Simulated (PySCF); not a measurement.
Computed structure and properties of [Lu(HCN)]3+

System: [Lu(HCN)]3+ (singlet); start: template (C∞v). Method: PySCF 2.14.0, RKS PBE0, Lu def2-SVP with ECP28, N def2-SVP, C def2-SVP, H def2-SVP; non-relativistic Hamiltonian with scalar-relativistic core potentials where named; density fitting; no spin-orbit coupling.

Input of the relaxation:

```python
mol = gto.M(atom='''
Lu     0.00000     0.00000    -0.40707
N      0.00000     0.00000     2.03793
C      0.00000     0.00000     3.19793
H      0.00000     0.00000     4.26793''',
    basis={'Lu': 'def2-SVP', 'N': 'def2-SVP', 'C': 'def2-SVP', 'H': 'def2-SVP'},
    ecp={'Lu': 'def2-SVP'},
    charge=3, spin=0)
mf = dft.RKS(mol, xc='PBE0')
mf.grids.atom_grid = (50, 194)  # f atoms: unpruned, at least (60, 302)
mf = mf.density_fit()  # fitting sets: Lu def2-universal-JKFIT, N def2-universal-JKFIT, C def2-universal-JKFIT, H def2-universal-JKFIT
mf.conv_tol = 1e-08; mf.max_cycle = 55
mf.kernel(dm0)  # dm0: converged density of the start geometry
# quasi-Newton relaxation in Cartesian coordinates to a largest gradient under 0.00045 Eh/bohr, steps kept in the point group
```

Run from Python with OMP_NUM_THREADS=2; the lines above give its settings. Where DIIS fails, smearing, a level shift and second-order steps follow.
It took 51 s on 2 threads of Arm Neoverse V1, with other jobs on the host, from the converged density of the start.

Course of the relaxation:

```json
{"step": "0", "energy above end (eV)": "0.6294", "largest force component within the symmetry (eV/Å)": "2.762"}
{"step": "1", "energy above end (eV)": "0.2699", "largest force component within the symmetry (eV/Å)": "2.220"}
{"step": "2", "energy above end (eV)": "0.1684", "largest force component within the symmetry (eV/Å)": "2.720"}
{"step": "3", "energy above end (eV)": "0.0177", "largest force component within the symmetry (eV/Å)": "0.814"}
{"step": "4", "energy above end (eV)": "0.0018", "largest force component within the symmetry (eV/Å)": "0.224"}
{"step": "5", "energy above end (eV)": "0.0006", "largest force component within the symmetry (eV/Å)": "0.383"}
{"step": "6", "energy above end (eV)": "0.0000", "largest force component within the symmetry (eV/Å)": "0.048"}
{"step": "7", "energy above end (eV)": "0.0000", "largest force component within the symmetry (eV/Å)": "0.007"}
```

Relaxed geometry (C∞v):

```xyz
4

Lu    0.0000    0.0000   -0.1691
N     0.0000    0.0000    1.9366
C     0.0000    0.0000    3.1046
H     0.0000    0.0000    4.2246
```

```tsv
contact	Å
Lu1–N2 (HCN)	2.106
```

On the finer grid (75, 302):

| Item | Value |
| --- | --- |
| HOMO | -27.70 eV |
| LUMO | -20.21 eV |
| Dipole about the centre of mass | 5.77 D |
| Set of Mulliken populations of Lu1 outside the core potential | s 4.08, p 12.03, d 10.32, f 14.02 |
| D3(BJ) dispersion energy (not in the energies) | -0.080 eV |

| atom | Mulliken (e) | Löwdin (e) | spin (e) |
| --- | --- | --- | --- |
| Lu1 | 2.55 | 2.28 | 0.00 |
| N2 | -0.31 | -0.04 | 0.00 |
| C3 | 0.42 | 0.56 | 0.00 |
| H4 | 0.33 | 0.19 | 0.00 |

On the grid (50, 194), as all that follows. Harmonic modes: a minimum; lowest 277 cm⁻¹ (negative: unstable), highest 3125 cm⁻¹, zero-point energy 0.496 eV.

Taking off one HCN (charge 0, singlet; the rest: singlet) in vacuum, both parts rigid, costs 6.48 eV; the small basis without counterpoise inflates it. Parting with an electron moved from the ligand to the metal can be far cheaper, even downhill.

Rigid scan of HCN along the line from its metal:

(distance to N2 (Å), energy (eV)): (1.81, 1.191), (1.91, 0.454), (2.01, 0.098), (2.11, 0.000), (2.21, 0.073), (2.31, 0.253), (2.51, 0.772)

One start shape was tried, so this needn't be the lowest isomer.
